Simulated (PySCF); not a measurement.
**Correlation energy of As⁺ (arsenic, charge +1)**

[Ar] 3d10 4s2 4p2, high-spin 3P determinant. Computed with PySCF 2.14 in cc-pVDZ-DK, with scalar relativity by spin-free X2C-1e. Frozen: [Ar] 3d10; 4 electrons correlated.

MP2 pair energies summed by pair of shells (mhartree):

```tsv
pair	energy	share (%)
4s-4p	-25.17	59.8
4s-4s	-12.71	30.2
4p-4p	-4.19	10.0
```

Total MP2 correlation energy: -42.06 mhartree.

Same-spin part -6.95 and opposite-spin part -35.12 mhartree; SCS-MP2 scales them by 1/3 and 6/5 to -44.45 mhartree.

```tsv
level	correlation energy (mhartree)
CCSD	-58.35
(T)	-0.61
CCSD(T)	-58.96
```

Diagnostics: T1 = 0.0064, D1 = 0.0179, largest double amplitude 0.095.

Cost of the coupled-cluster step: 0.07 s of wall time on 1 thread of Intel(R) Xeon(R) Platinum 8488C (shared host), for 4 correlated electrons.
